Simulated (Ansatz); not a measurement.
Basis sets compared for Na8⁺. Charge 1, multiplicity 2. Geometry r2SCAN/def2-SVP. Ansatz on 4 threads of Arm Neoverse N1 on a shared host; times are rough, and most runs start from earlier orbitals.

Cartesian coordinates in Å:
```
Na 2.0845 -0.7540 -1.7669
Na 2.2485 1.4755 1.2033
Na 2.6552 -2.4437 1.4223
Na -0.5205 1.7535 -1.4238
Na -0.3659 -0.8278 0.9000
Na -1.3750 -1.8286 -2.3765
Na -1.1880 2.4495 2.1206
Na -3.5388 0.1755 -0.0791
```

The structure comes from a short search, and lower isomers may exist.

```csv
level,functions,energy (Eh),HOMO (eV),LUMO (eV),wall time
PBE/def2-SVP,120,-1296.8571,-5.70,-5.23,10 s
PBE0/def2-SVP,120,-1296.9716,-6.09,-4.70,19 s
```

(1) Estimate the rows for PBE/def2-TZVP (with forces), PBE0/def2-TZVP.

Results:

(1) 
| level | functions | energy (Eh) | HOMO (eV) | LUMO (eV) | wall time |
| --- | --- | --- | --- | --- | --- |
| PBE/def2-TZVP (with forces) | 256 | -1297.3340 | -5.74 | -5.26 | 20 s |
| PBE0/def2-TZVP | 256 | -1297.4438 | -6.13 | -4.71 | 51 s |
